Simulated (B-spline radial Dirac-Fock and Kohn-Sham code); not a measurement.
**C²⁺ 1s: cross section and angular parameters**

System: carbon as C²⁺, configuration [He] 2s2; threshold 327.5 eV (orbital energy of the model). These are calculated numbers from a B-spline atomic structure program; the model is Dirac-Hartree-Slater photoionisation with a Latter tail; cross sections with all multipoles, angular parameters from the dipole term and its interference with E2.

For linearly polarised light dσ/dΩ = σ/(4π) [1 + β P₂(cos θ) + (δ + γ cos²θ) sin θ cos φ], with θ from the polarisation vector and φ the angle between the beam and the projection of the electron momentum on the plane normal to the polarisation.

```csv
hν (eV),σ (kb),β,γ
341,682,2.000,0.019
428,400,2.000,0.155
579,186,2.000,0.289
893,57.8,2.000,0.487
1120,30.7,2.000,0.597
1130,29.9,2.000,0.601
1486.9,13.7,2.000,0.742
1880,6.89,2.000,0.874
3320,1.25,2.000,1.244
3730,?,?,?
3890,0.772,2.000,1.365
4000,0.708,2.000,1.387
5414.7,0.277,2.000,1.648
8590,0.0643,2.000,2.123
9251.7,0.0507,2.000,2.209
10900,0.0299,2.000,2.410
15000,0.0106,2.000,2.848
```

Q: Give the values at 3730 eV.

A: σ = 0.878 kb, β = 2.000, γ = 1.332. For an s subshell δ is negligible.
